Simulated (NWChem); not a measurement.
System: SiNH4, doublet; SMILES [NH][SiH3]

```xyz
6

N     -0.0987    -1.2444     0.0002
Si    -0.0146     0.5195     0.0001
H      0.8450    -1.6556     0.0002
H     -1.3898     1.0883     0.0099
H      0.7108     1.0003    -1.2214
H      0.7298     1.0040     1.2087
```
Atoms are numbered in this order, from 1.

Computed with NWChem. Spin-unrestricted. Medium grid unless said otherwise, to which SCAN and Minnesota functionals are sensitive. All runs use the structure optimised with PBE0/def2-SVP, spin-unrestricted. No stability test was run on the SCF state.

### Question
Order these by “highest occupied level (eV)”, lowest first: MN15/def2-TZVP; B3LYP/def2-TZVP; revPBE/def2-TZVP; TPSSh/def2-TZVP; LRC-wPBEh/def2-TZVP.

### Answer
LRC-wPBEh/def2-TZVP (-9.95), MN15/def2-TZVP (-8.95), B3LYP/def2-TZVP (-7.82), TPSSh/def2-TZVP (-7.30), revPBE/def2-TZVP (-6.55)
